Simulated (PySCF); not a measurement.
# Reading the logs of faulty runs: AlCH6OSi

All numbers below are calculated, not measured. They come from PySCF 2.14.0, an open-source quantum chemistry program, on an isolated molecule that a program drew, which may never have been made. The molecule is AlCH6OSi (charge 0, doublet), drawn as the SMILES string `[OH][Al][CH2][SiH3]`.

Each row is a Hartree-Fock (HF) and frozen-core CCSD(T) single point in the cc-pV(D+d)Z basis, meant for a local HF minimum. Run 1 is clean. Each other run has one planted mistake out of seven kinds, and not every kind appears here: one electron removed, one electron added, multiplicity raised by two, geometry at a saddle point, minimal basis STO-3G, one bond length entered in bohr, all coordinates scaled. The reference is restricted for singlets and unrestricted otherwise, and also for a bond in bohr. Adding or removing an electron swaps singlet and doublet. Electrons count all cores. HOMO and LUMO are orbital energies over both spins, the gradient is its largest component, and the lowest frequency (negative if imaginary) is given only where the gradient is small. Bond lengths are over the 9 bonds as drawn. T1 is the CCSD diagnostic: over 0.02 (restricted) or 0.045 (unrestricted) a single reference is doubtful.

Geometry of the clean run:
```xyz
10
AlCH6OSi, angstrom
O     1.4172    1.6200   -0.1806
Al    0.0748    2.6135   -0.4643
C    -1.7420    1.8185   -0.4904
Si   -2.1211    0.5424    0.8312
H     1.4705    0.6959    0.0009
H    -2.4877    2.6211   -0.4520
H    -1.8550    1.3372   -1.4737
H    -3.5070    0.0201    0.7341
H    -1.9489    1.1260    2.1865
H    -1.1903   -0.6098    0.7141
```

```
run  electrons  basis functions  <S^2>  HOMO (eV)  LUMO (eV)  gradient (hartree/bohr)  lowest frequency (cm^-1)  mean bond (Å)  longest bond (Å)      T1  HF (hartree)  CCSD(T) (hartree)               mistake
  1         47              104  0.755      -8.15       1.28                  2.6e-05                        33         1.4610             1.983  0.0148    -647.11904         -647.66177              no fault
  2         46              104  0.000     -16.52      -6.59                  6.4e-02                         -         1.4610             1.983  0.0167    -646.84722         -647.38981  one electron removed
  3         47              104  0.757      -8.37       0.99                  4.5e-02                         -         1.5311             2.079  0.0162    -647.10076         -647.65104                     ?
  4         47              104  1.573      -8.42       1.05                  2.5e-02                         -         1.6464             3.545  0.0365    -647.00988         -647.53155                     ?
```

**Which mistake was planted in run 3, and what did it cost?**

The mean and the longest bond both change by the same factor, 1.048, and the gradient is no longer small. So the mistake is: all coordinates scaled. Subtracting run 1 and multiplying by 627.51 kcal/mol a hartree, the energy moved by 11.5 kcal/mol in HF and 6.7 kcal/mol in CCSD(T).

**Which mistake was planted in run 4, and what did it cost?**

The mean bond changes by a factor of 1.127 and the longest by 1.788, so the molecule wasn't scaled as a whole. A length L in bohr read as angstrom grows by (1/0.5292 - 1) L = 0.890 L. The 9 bonds together grew by 9 x 0.1854 = 1.669 Å, which gives L = 1.875 Å. That is bond C3-Si4, 1.876 Å in the clean geometry. So the mistake is: one bond length entered in bohr. Subtracting run 1 and multiplying by 627.51 kcal/mol a hartree, the energy moved by 68.5 kcal/mol in HF and 81.7 kcal/mol in CCSD(T).

